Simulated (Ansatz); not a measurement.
Cost and result for the atomization energy of C4H10Cl2GaN (`CC[N](CC)[Ga]([Cl])[Cl]`) (18 atoms, 17 bonds).

```
atom   x (Å)   y (Å)   z (Å)
  C1   1.649  -0.349  -1.514
  C2   0.243  -0.680  -1.039
  N3  -0.325   0.328  -0.161
  C4   0.124   0.311   1.220
  C5  -0.542  -0.765   2.061
 Ga6  -1.521   1.532  -0.752
 Cl7  -2.291   3.028   0.552
 Cl8  -2.198   1.489  -2.770
  H9   2.337  -0.214  -0.676
 H10   1.648   0.572  -2.102
 H11   2.042  -1.154  -2.140
 H12  -0.409  -0.801  -1.908
 H13   0.244  -1.649  -0.525
 H14   1.213   0.181   1.245
 H15  -0.072   1.289   1.668
 H16  -0.144  -0.759   3.079
 H17  -1.620  -0.597   2.116
 H18  -0.377  -1.762   1.646
```

The species carries charge 0 and has multiplicity 1. Correlated methods include outer-core shells of Ga, which these sets cover unevenly. Scalar relativity is left out up to krypton. All single points use the PBE0-D4/def2-TZVP geometry. It is one conformer, not always the lowest. Program: Ansatz. All runs use 4 threads of an AMD EPYC 7R13 on a shared host and a share of an NVIDIA H100 80 GB. Times are those of one run each, without the atoms' runs, and a repeat can differ threefold. Electronic energies, without spin–orbit coupling; frozen cores. CCSD(T)/CBS adds CCSD(T) − MP2 in def2-TZVPP to the MP2 limit, and its time is that of the two runs behind it. T1 = 0.012. With those shells the extrapolation isn't a true limit. HSE06 is the plane-wave form, built on full-range PBE exchange.

CCSD(T)/CBS is a level of theory with its own doubt, some kJ/mol a heavy atom from the limit and from the frozen cores, so smaller differences don't rank the functionals.

```
                           level  functions  wall time  atomization (kJ/mol)  difference from CCSD(T)/CBS  per bond
              BLYP-D4/def2-TZVPP        427      2.1 s                6657.6                        -62.5      -3.7
          LDA (SPW92)/def2-TZVPP        427      2.5 s                7662.5                        942.4      55.4
               B97M-V/def2-TZVPP        427      3.1 s                6730.1                         10.0       0.6
                CCSD(T)/def2-SVP        188      3.8 s                6422.9                       -297.2     -17.5
             BHLYP-D4/def2-TZVPP        427      4.7 s                6541.6                       -178.5     -10.5
         CAM-B3LYP-D4/def2-TZVPP        427      4.9 s                6727.3                          7.2       0.4
             HSE06-D4/def2-TZVPP        427      5.5 s                6759.6                         39.5       2.3
               B2PLYP/def2-TZVPP        427      5.5 s                6629.6                        -90.5      -5.3
              ωB97X-V/def2-TZVPP        427        7 s                6735.8                         15.7       0.9
ωB97M-V/def2-TZVPP (with forces)        427        9 s                6726.0                          5.9       0.3
                  MP2/def2-QZVPP        814       12 s                6764.9                         44.8       2.6
              CCSD(T)/def2-TZVPP        427       25 s                6567.5                       -152.6      -9.0
               CCSD(T)/CBS(def2)          –       37 s                6720.1                          0.0       0.0
```

In def2-TZVPP, CCSD(T) changes the Hartree–Fock value by +1615.1 kJ/mol (the triples alone add +99.2 kJ/mol) and MP2 by +1723.2 kJ/mol; breaking electron pairs costs correlation energy, which Hartree–Fock lacks. From r2SCAN to r2SCAN0 (25 % exact exchange), in def2-TZVPP and without D4, the atomization energy moves by −76.4 kJ/mol: exact exchange takes away binding that semilocal exchange gives to molecules. Leaving LDA and LC-ωPBE aside and taking each functional with its dispersion term where it has one, the values, not all of them listed here, spread over 298.4 kJ/mol, from BHLYP-D4 to PBE-D4. LDA lies +874.1 kJ/mol from PBE without D4, its usual overbinding.
